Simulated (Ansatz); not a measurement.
System: sum formula HgOBr, net charge 0, doublet state. The spin state was set by rule; other spins were not relaxed. 
Geometry from a B3LYP-D3(BJ)/def2-TZVP (Ansatz, a quantum-chemistry and plane-wave program) optimisation:
```
Hg
O 1 1.9885
Br 1 2.4090 2 180.00
```
Charge 0, spin multiplicity 2.

Total electronic energies in hartree. Correlated levels leave the core frozen unless marked. UHF or UKS for open shells. Spin-orbit coupling is left out. The frozen core is the preceding noble-gas configuration, with the filled d and f shells of earlier blocks. Past Kr the def2 sets carry scalar-relativistic core potentials. CBS(X,Y): correlation extrapolated as X^-3; Hartree-Fock from the larger set. The bracket is a focal-point correction in the basis named.

```tsv
level	program	energy (Eh)
SVWN5/def2-TZVPD	Ansatz	-2798.56258
BHLYP-D3(BJ)/def2-TZVPD	Ansatz + dftd3	-2802.68650
r2SCAN0-D4/def2-TZVPD	Ansatz + dftd4	-2802.80171
HSE06-D4/def2-TZVPD	Ansatz + dftd4	-2802.47611
CAM-B3LYP/def2-TZVPD	Ansatz	-2802.91345
SCS-MP2/def2-TZVPPD	Ansatz	-2800.54199
CCSD(T)/def2-TZVPP	Ansatz	-2800.61086
RI-MP2/CBS(def2-TZVPPD,def2-QZVPPD)+[CCSD(T)-MP2]/def2-SVPD	Ansatz	-2800.7739
RI-MP2/CBS(def2-TZVPPD,def2-QZVPPD)+[CCSD(T)-MP2]/def2-TZVPPD	Ansatz	-2800.7718
```

Totals of different functionals don't rank their quality; only differences between species are comparable.
